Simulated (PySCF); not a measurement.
A PySCF script (with the pyscf-properties extension) for the NMR shieldings of `CB(C)CB(C)C`, C$_{5}$H$_{14}$B$_{2}$, on a GFN2-xTB geometry:

```python
import basis_set_exchange as bse
import numpy as np
from pyscf import gto, dft
from pyscf.prop import nmr

atoms = """
C     1.574147    1.724221   -0.134332
B     1.276620    0.199691    0.148882
C     2.115860   -0.909277   -0.598953
C     0.127768   -0.226657    1.146189
B    -1.224094   -0.288128    0.330831
C    -1.640809   -1.606844   -0.431619
C    -2.155803    0.983368    0.247248
H     1.203047    2.401582    0.631040
H     1.084744    2.005911   -1.067657
H     2.633666    1.927650   -0.278405
H     2.545010   -0.569868   -1.539520
H     2.954805   -1.205813    0.032174
H     1.545333   -1.814615   -0.792999
H     0.351940   -1.201744    1.577553
H     0.041534    0.501069    1.952618
H    -1.255065   -2.520059    0.016052
H    -1.231474   -1.560067   -1.441794
H    -2.717565   -1.715815   -0.544497
H    -2.897773    0.927286    1.045423
H    -2.715832    1.042699   -0.683998
H    -1.624981    1.922353    0.385294
"""
names = dict.fromkeys(["C", "B", "H"], "pcSseg-1")
basis = {el: gto.basis.parse(bse.get_basis(n, elements=[el], fmt="nwchem")) for el, n in names.items()}
mol = gto.M(atom=atoms, basis=basis, charge=0, verbose=0)
mf = dft.RKS(mol, xc="PBE0")
mf.grids.level = 2
mf.grids.alignment = dft.numint.BLKSIZE   # the property module wants whole blocks of grid points
mf.conv_tol = 1e-9
mf.kernel()

calc = nmr.RKS(mf)   # GIAO
C = mf.mo_coeff
Co = C[:, mf.mo_occ > 0]
resp = mf.gen_response(singlet=True, hermi=2)
def vind(x):   # induced exchange potential for any number of trial vectors
    d = np.einsum("pi,xij,qj->xpq", C, 2 * x.reshape(-1, C.shape[1], Co.shape[1]), Co, optimize=True)
    return np.einsum("xpq,pi,qj->xij", resp(d - d.transpose(0, 2, 1)), C, Co, optimize=True).ravel()
mo1, _ = nmr.rhf.solve_mo1(calc, with_cphf=vind)
sigma = calc.kernel(mo1)
for i, s in enumerate(sigma):   # ppm
    print("%2d %-2s %9.2f" % (i, mol.atom_pure_symbol(i), np.trace(s) / 3))
```

**Question.** What are the results?

**Answer.** 
```
 0 C     169.27
 1 B      13.50
 2 C     170.94
 3 C     129.08
 4 B      13.66
 5 C     169.39
 6 C     170.25
 7 H      30.50
 8 H      31.27
 9 H      30.59
10 H      30.88
11 H      31.03
12 H      30.54
13 H      28.93
14 H      28.91
15 H      30.54
16 H      31.28
17 H      30.61
18 H      31.00
19 H      30.86
20 H      30.49
```

These numbers come from an equivalent density-fitted implementation of the same equations, which agrees with the script to about 0.01 ppm for H and up to a few tenths of a ppm for heavy atoms, so last digits may differ.

Size and cost of the density-fitted run: 189 basis functions, 34 s wall time on 1 thread of an Arm Neoverse V2, shared host; peak memory 0.76 GiB.
